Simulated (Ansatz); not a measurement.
`B[S][GaH][Cl]` + `BO` → `[OH][GaH][Cl]` + `BSB` at 400 K and 1 bar (redistribution).

Isolated molecules relaxed with PBE0-D4/def2-TZVP in Ansatz; ΔE leaves out vibrations. CCSD(T)/CBS adds triple-zeta CCSD(T) − MP2 to the extrapolated MP2 energy (def2 sets, frozen cores). This one scheme is used for every species. For Ga outer-core shells are correlated without core-valence functions, which leaves a few kJ/mol of doubt a bond. Scalar relativity is left out up to krypton. Each species was taken in one conformer, which may not be the lowest.

```tsv
species	CCSD(T)/CBS energy (Eh)	H − E (kJ/mol)	S (J/(mol·K))
`B[S][GaH][Cl]`	-2808.18728	111.7	379.4
`BO`	-101.80414	108.2	244.0
`[OH][GaH][Cl]`	-2460.17745	79.5	321.1
`BSB`	-449.77944	136.4	296.3
```

H − E and S are ideal-gas, rigid-rotor, harmonic terms from PBE0-D4/def2-TZVP, for one conformer and one mirror image of each species. 1 Eh = 2625.50 kJ/mol, R = 8.31446 J/(mol·K).

Task: By hand: ΔE, ΔH, ΔS and ΔG.

Result: ΔE = (-2460.17745) + (-449.77944) − (-2808.18728) − (-101.80414) = 0.03453 Eh = 90.7 kJ/mol. Δ(H − E) = 79.5 + 136.4 − 111.7 − 108.2 = -4.0, so ΔH = 86.7 kJ/mol. ΔS = 321.1 + 296.3 − 379.4 − 244.0 = -6.0 J/(mol·K). ΔG = 86.7 − 400 × (-6.0)/1000 = 89.1 kJ/mol.

Task: By hand: the equilibrium constant, and the temperature at which ΔG would vanish if ΔH and ΔS stayed fixed.

Result: log₁₀ K = −ΔG/(RT ln 10) = -11.6. ΔH and −TΔS have one sign here, so there is no such temperature.

The number of gas molecules stays the same, so ΔS is small and ΔH decides. A doubt of 5 kJ/mol in ΔE shifts log₁₀ K by 0.7 here. Other conformers and mirror images would add mixing entropy, several J/(mol·K) or more a flexible species. Modes under 60 cm⁻¹, often nearly free rotors, make the harmonic entropy too high. These are equilibria of isolated gas molecules and say nothing of rates. Largest T1 diagnostic: 0.014 (customary marks: 0.02 for closed shells, 0.045 for open ones).

ΔS is within the doubt of such terms, so its sign, and with it that verdict, could turn.
